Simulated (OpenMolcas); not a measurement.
# Ti2+: moving the ligands

Ti2+ with 3 ligands (bromide) in trigonal planar coordination (D3h) at 2.58 Å. A charge of +0.333 e stands 2.6 Å behind each ligand. Ligand basis ANO-RCC-VDZP.
```
Ti    0.0000    0.0000    0.0000
Br    2.5800    0.0000    0.0000
Br   -1.2900    2.2343    0.0000
Br   -1.2900   -2.2343    0.0000
```

```yaml
Program: OpenMolcas 26.06
Method: "SS-CASPT2, IPEA 0.25 Eh, imaginary shift 0.1 Eh (closed shells correlated: 3s 3p and the ligand valence shells)"
Basis: ANO-RCC-VDZP [5s4p2d1f]
Scalar_Hamiltonian: DKH2, point nucleus
Active_space: 2 electrons in 5 orbitals (3d)
State_averaging: 2S+1 = 3 even, 10 roots; 2S+1 = 1 even, 15 roots
Spin-orbit_coupling: state interaction with AMFI integrals over the reference wave functions
```

Runs around this geometry, states (labels of D3, the rotations of D3h). Energies in cm-1 above the lowest state or level, χT in cm3 K/mol.

| R (Å) | Ground state | First state of that spin | First gap with spin-orbit (degeneracies) | χT at 300 K | First state of another spin |
| --- | --- | --- | --- | --- | --- |
| 2.42 | 3E | 3A2 1320 | 28 (1, 1) | 1.096 | 1E 6650 |
| 2.58 | 3E | 3A2 630 | 53 (1, 1) | 1.159 | 1E 6740 |
| 2.64 | 3E | 3A2 500 | 64 (1, 1) | 1.181 | 1E 6820 |

Taking the first state of the same spin as R^-n, n = -ln(500 / 1320) / ln(2.64 / 2.42) = 11.2 between the shortest and longest distance.

Roots that are degenerate in the reference are averaged as groups; the widest CASPT2 spread within a group is 210 cm-1 (the 2-fold group of multiplicity 3 near 3080 cm-1 above the lowest state of its run, R = 2.42). Shifts and gaps below about the spread of the groups concerned are not significant. An orbital doublet at a regular site is open to a Jahn-Teller distortion, which this geometry leaves out. Ligand-to-metal charge-transfer states are missing. With no ligand orbital active B as a rule stays too high, so bands that hang on it stand too high and its fall with covalency is understated. No measured value stands beside these numbers; the geometry is a model, was not optimised and need not be the one that this ion takes.
